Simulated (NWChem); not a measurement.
Everything below was run with NWChem. System: Te (-1), charge -1, spin multiplicity 2. Its SCF solution wasn't tested for a lower state. Level: G0W0@UPBE0/def2-TZVPD with def2 effective core potentials on Te, RI basis def2-tzvpd-rifit, no spin-orbit coupling.

Input file:

```
start mol
memory heap 200 mb stack 700 mb global 1700 mb
charge -1
geometry units angstroms nocenter noautoz
  Te     0.000000     0.000000     0.000000
  symmetry group D2h
end
basis spherical
  * library def2-tzvpd
end
ecp
  Te library def2-ecp
end
basis "ri basis" bse spherical
  * library def2-tzvpd-rifit
end
dft
  xc pbe0
  odft
  mult 2
  iterations 100
  direct
  tolerances tight
end
task dft energy
gw
  states alpha occ 4 vir 2
  states beta occ 4 vir 2
end
task dft gw
```

NWChem printed:

```
             Northwest Computational Chemistry Package (NWChem) 7.3.0
             --------------------------------------------------------

                                NWChem Input Module
                                -------------------

 Scaling coordinates for geometry "geometry" by  1.889725989
 (inverse scale =  0.529177249)

                             Geometry "geometry" -> ""
                             -------------------------

 Output coordinates in angstroms (scale by  1.889725989 to convert to a.u.)

  No.       Tag          Charge          X              Y              Z
 ---- ---------------- ---------- -------------- -------------- --------------
    1 Te                  52.0000     0.00000000     0.00000000     0.00000000

 Effective nuclear repulsion energy (a.u.)       0.0000000000

            Nuclear Dipole moment (a.u.)
            ----------------------------
        X                 Y               Z
 ---------------- ---------------- ----------------
     0.0000000000     0.0000000000     0.0000000000

      Symmetry information
      --------------------

 Group name             D2h
 Group number             26
 Group order               8
 No. of unique centers     1

      Symmetry unique atoms

     1


 Summary of "ao basis" -> "" (spherical)
 ------------------------------------------------------------------------------
       Tag                 Description            Shells   Functions and Types
 ---------------- ------------------------------  ------  ---------------------
 *                         def2-tzvpd                 on all atoms

 Summary of "ri basis" -> "" (spherical)
 ------------------------------------------------------------------------------
       Tag                 Description            Shells   Functions and Types
 ---------------- ------------------------------  ------  ---------------------
 *                      def2-tzvpd-rifit              on all atoms

                                 NWChem DFT Module
                                 -----------------

 Summary of "ao basis" -> "ao basis" (spherical)
 ------------------------------------------------------------------------------
       Tag                 Description            Shells   Functions and Types
 ---------------- ------------------------------  ------  ---------------------
 Te                        def2-tzvpd               19       59   7s6p4d2f

 Summary of "ao basis" -> "ao basis" (spherical)
 ------------------------------------------------------------------------------
       Tag                 Description            Shells   Functions and Types
 ---------------- ------------------------------  ------  ---------------------
 Te                        def2-tzvpd               19       59   7s6p4d2f

      Symmetry analysis of basis
      --------------------------

        ag         15
        au          2
        b1g         4
        b1u        10
        b2g         4
        b2u        10
        b3g         4
        b3u        10

            General Information
            -------------------
          SCF calculation type: DFT
          Wavefunction type:  spin polarized.
          No. of atoms     :     1
          No. of electrons :    25
           Alpha electrons :    13
            Beta electrons :    12
          Charge           :    -1
          Spin multiplicity:     2
          Use of symmetry is: on ; symmetry adaption is: on
          Maximum number of iterations: 100
          This is a Direct SCF calculation.
          AO basis - number of functions:    59
                     number of shells:    19
          Convergence on energy requested:  1.00D-06
          Convergence on density requested:  1.00D-05
          Convergence on gradient requested:  5.00D-04

              XC Information
              --------------
                         PBE0 Method XC Functional
                     Hartree-Fock (Exact) Exchange  0.250
          PerdewBurkeErnzerhof Exchange Functional  0.750
            Perdew 1991 LDA Correlation Functional  1.000 local
           PerdewBurkeErnz. Correlation Functional  1.000 non-local

             Grid Information
             ----------------
          Grid used for XC integration:  medium
          Radial quadrature: Mura-Knowles
          Angular quadrature: Lebedev.
          Tag              B.-S. Rad. Rad. Pts. Rad. Cut. Ang. Pts.
          ---              ---------- --------- --------- ---------
          Te                  1.40      123          12.0       590
          Grid pruning is: on
          Number of quadrature shells:   123
          Spatial weights used:  Erf1

          Convergence Information
          -----------------------
          Convergence aids based upon iterative change in
          total energy or number of iterations.
          Levelshifting, if invoked, occurs when the
          HOMO/LUMO gap drops below (HL_TOL):  1.00D-02
          DIIS, if invoked, will attempt to extrapolate
          using up to (NFOCK): 10 stored Fock matrices.

                    Damping( 0%)  Levelshifting(0.5)       DIIS
                  --------------- ------------------- ---------------
          dE  on:    start            ASAP                start
          dE off:    2 iters        100 iters           100 iters

      Screening Tolerance Information
      -------------------------------
          Density screening/tol_rho:  1.00D-10
          AO Gaussian exp screening on grid/accAOfunc:  14
          CD Gaussian exp screening on grid/accCDfunc:  20
          XC Gaussian exp screening on grid/accXCfunc:  20
[...]
 Vector   12  Occ=1.000000D+00  E=-1.514984D-02  Symmetry=b3u
              MO Center= -3.7D-18, -9.8D-31, -3.3D-29, r^2= 3.0D+00
   Bfn.  Coefficient  Atom+Function         Bfn.  Coefficient  Atom+Function
  ----- ------------  ---------------      ----- ------------  ---------------
    17      0.477314  1 Te px                11     -0.399058  1 Te px
    20      0.341092  1 Te px                14      0.323725  1 Te px
    23      0.096692  1 Te px                 8     -0.064228  1 Te px

 Vector   13  Occ=1.000000D+00  E=-1.514984D-02  Symmetry=b1u
              MO Center=  1.8D-28,  9.8D-29,  1.3D-16, r^2= 3.0D+00
   Bfn.  Coefficient  Atom+Function         Bfn.  Coefficient  Atom+Function
  ----- ------------  ---------------      ----- ------------  ---------------
    19      0.477314  1 Te pz                13     -0.399058  1 Te pz
    22      0.341092  1 Te pz                16      0.323725  1 Te pz
    25      0.096692  1 Te pz                10     -0.064228  1 Te pz

 Vector   14  Occ=0.000000D+00  E= 1.395673D-01  Symmetry=b2u
              MO Center=  2.4D-31,  2.2D-20,  1.1D-31, r^2= 2.2D+01
   Bfn.  Coefficient  Atom+Function         Bfn.  Coefficient  Atom+Function
  ----- ------------  ---------------      ----- ------------  ---------------
    24      1.303821  1 Te py                21     -0.659137  1 Te py
    15     -0.153980  1 Te py                12      0.115978  1 Te py
    18      0.067112  1 Te py

 Vector   15  Occ=0.000000D+00  E= 1.439377D-01  Symmetry=b1u
              MO Center= -2.7D-30,  3.4D-30, -3.1D-21, r^2= 2.2D+01
   Bfn.  Coefficient  Atom+Function         Bfn.  Coefficient  Atom+Function
  ----- ------------  ---------------      ----- ------------  ---------------
    25      1.315272  1 Te pz                22     -0.716789  1 Te pz
    16     -0.168936  1 Te pz                13      0.129565  1 Te pz
    19      0.074313  1 Te pz

 Vector   16  Occ=0.000000D+00  E= 1.439377D-01  Symmetry=b3u
              MO Center= -1.0D-19, -1.6D-31, -9.3D-31, r^2= 2.2D+01
   Bfn.  Coefficient  Atom+Function         Bfn.  Coefficient  Atom+Function
  ----- ------------  ---------------      ----- ------------  ---------------
    23      1.315272  1 Te px                20     -0.716789  1 Te px
    14     -0.168936  1 Te px                11      0.129565  1 Te px
    17      0.074313  1 Te px

                     DFT Final Beta Molecular Orbital Analysis
                     -----------------------------------------

 Vector   10  Occ=1.000000D+00  E=-3.419576D-01  Symmetry=ag
              MO Center= -1.0D-34,  3.8D-34, -8.2D-35, r^2= 1.5D+00
   Bfn.  Coefficient  Atom+Function         Bfn.  Coefficient  Atom+Function
  ----- ------------  ---------------      ----- ------------  ---------------
     5      0.778800  1 Te s                  2      0.664057  1 Te s
     3     -0.555975  1 Te s                  6      0.465121  1 Te s
     1     -0.396482  1 Te s                  4     -0.383384  1 Te s
     7      0.035513  1 Te s

 Vector   11  Occ=1.000000D+00  E=-4.105350D-03  Symmetry=b3u
              MO Center= -3.2D-19,  1.0D-32,  1.2D-32, r^2= 3.1D+00
   Bfn.  Coefficient  Atom+Function         Bfn.  Coefficient  Atom+Function
  ----- ------------  ---------------      ----- ------------  ---------------
    17      0.461402  1 Te px                11     -0.394635  1 Te px
    20      0.347778  1 Te px                14      0.322840  1 Te px
    23      0.115578  1 Te px                 8     -0.063487  1 Te px

 Vector   12  Occ=1.000000D+00  E=-4.105350D-03  Symmetry=b1u
              MO Center=  1.4D-30, -4.4D-31,  2.1D-19, r^2= 3.1D+00
   Bfn.  Coefficient  Atom+Function         Bfn.  Coefficient  Atom+Function
  ----- ------------  ---------------      ----- ------------  ---------------
    19      0.461402  1 Te pz                13     -0.394635  1 Te pz
    22      0.347778  1 Te pz                16      0.322840  1 Te pz
    25      0.115578  1 Te pz                10     -0.063487  1 Te pz

 Vector   13  Occ=0.000000D+00  E= 6.872199D-02  Symmetry=b2u
              MO Center=  1.1D-32, -1.8D-18, -3.4D-33, r^2= 4.1D+00
   Bfn.  Coefficient  Atom+Function         Bfn.  Coefficient  Atom+Function
  ----- ------------  ---------------      ----- ------------  ---------------
    18      0.424189  1 Te py                12     -0.367415  1 Te py
    21      0.322326  1 Te py                15      0.296278  1 Te py
    24      0.243531  1 Te py                 9     -0.059190  1 Te py

 Vector   14  Occ=0.000000D+00  E= 1.445489D-01  Symmetry=b1u
              MO Center=  2.5D-31,  1.5D-31,  1.1D-20, r^2= 2.2D+01
   Bfn.  Coefficient  Atom+Function         Bfn.  Coefficient  Atom+Function
  ----- ------------  ---------------      ----- ------------  ---------------
    25      1.318141  1 Te pz                22     -0.737912  1 Te pz
    16     -0.175970  1 Te pz                13      0.135879  1 Te pz
    19      0.075995  1 Te pz

 Vector   15  Occ=0.000000D+00  E= 1.445489D-01  Symmetry=b3u
              MO Center= -3.8D-20, -2.8D-32,  6.9D-33, r^2= 2.2D+01
   Bfn.  Coefficient  Atom+Function         Bfn.  Coefficient  Atom+Function
  ----- ------------  ---------------      ----- ------------  ---------------
    23      1.318141  1 Te px                20     -0.737912  1 Te px
    14     -0.175970  1 Te px                11      0.135879  1 Te px
    17      0.075995  1 Te px

   alpha - beta orbital overlaps
   -----------------------------

   alpha      1      2      3      4      5      6      7      8      9     10
    beta      1      2      4      3      5      6      7      9      8     10
 overlap   1.000  1.000  1.000  1.000  1.000  1.000  1.000  1.000  1.000  0.999

   alpha     11     12     13     14     15     16     17     18     19     20
    beta     13     11     12     16     14     15     17     22     20     21
 overlap   0.981  1.000  1.000  0.983  1.000  1.000  0.994  0.992  0.999  0.999

   alpha     21     22     23     24     25     26     27     28     29     30
    beta     19     18     25     23     24     30     28     29     27     26
 overlap   1.000  1.000  0.997  1.000  1.000  0.992  0.999  0.999  1.000  1.000

   alpha     31     32     33     34     35     36     37     38     39     40
    beta     31     38     36     37     33     32     34     35     39     40
 overlap   0.994  0.999  1.000  1.000  1.000  1.000  1.000  1.000  1.000  1.000

   alpha     41     42     43     44     45     46     47     48     49     50
    beta     41     44     42     43     46     45     47     48     49     51
 overlap   1.000  1.000  1.000  1.000  1.000  1.000  1.000  1.000  1.000  1.000

   alpha     51     52     53     54     55     56     57     58     59
    beta     50     52     53     54     55     56     57     58     59
 overlap   1.000  1.000  1.000  1.000  1.000  1.000  1.000  1.000  1.000

     --------------------------
     Expectation value of S2:
     --------------------------
      <S2> =      0.7541 (Exact =     0.7500)

 Task  times  cpu:        5.5s     wall:        5.5s

                                NWChem Input Module
                                -------------------

                                 NWChem GW Module
                                 ----------------

                             ***********************
                             ***        GW       ***
                             ***********************

 Summary of "ri basis" -> "ri basis" (spherical)
 ------------------------------------------------------------------------------
       Tag                 Description            Shells   Functions and Types
 ---------------- ------------------------------  ------  ---------------------
 Te                     def2-tzvpd-rifit            42      200   10s9p9d7f4g3h

                 Memory Information
                 ------------------
          Available GA per process is          1699.9 MBs
          Available stack per process is        700.0 MBs
          Available heap per process is           0.1 MBs

          Peak memory in Initialization
              Peak GA per process is                  2.9 MBs
              Peak stack per process is               0.0 MBs
              Peak heap per process is                3.1 MBs
              Memory not in MA per process            0.0 MBs

          Peak memory in AFF Calculation
              Peak GA per process is                 14.6 MBs
              Peak stack per process is              10.3 MBs
              Peak heap per process is                0.0 MBs
              Memory not in MA per process           10.3 MBs

          Computing 2-center integrals
          Computing Inverse Cholesky factor
          Computing 3-center integrals
          Computing V_xc ...

          Computing Sigma_x
          Computing RPA polarizability
          Solving quasiparticle equations

                  Alpha Orbitals
          State     Energy (eV)     Error (eV)
          -----------------------------------
@GW        10        -11.272           0.005
@GW        11         -2.488           0.004
@GW        12         -1.776           0.003
@GW        13         -1.776           0.003
@GW        14          4.540           0.005
@GW        15          4.701           0.002

                   Beta Orbitals
          State     Energy (eV)     Error (eV)
          -----------------------------------
@GW         9        -38.644           0.004
@GW        10        -10.590           0.004
@GW        11         -1.479           0.003
@GW        12         -1.479           0.003
@GW        13          3.474           0.003
@GW        14          4.722           0.004

   Applying  -1.3643 eV scissor-shift to rest of particle states

   Applying   0.7418 eV scissor-shift to rest of hole states

   Applying  -1.3672 eV scissor-shift to rest of particle states

   Applying   1.6043 eV scissor-shift to rest of hole states

     GW Timing Statistics
   ------------------------
   Init.   :          0.2s
     ERIs  :          0.3s
     Distr.:          0.0s
     Vxc   :          0.4s
   Sigma_x :          0.0s
   RPA     :          0.4s
   Wmn     :          0.0s
   Sigma_c :          0.0s
   GW total:          1.4s

 Task  times  cpu:        1.4s     wall:        1.4s

 Total times  cpu:        6.9s     wall:        6.9s
```
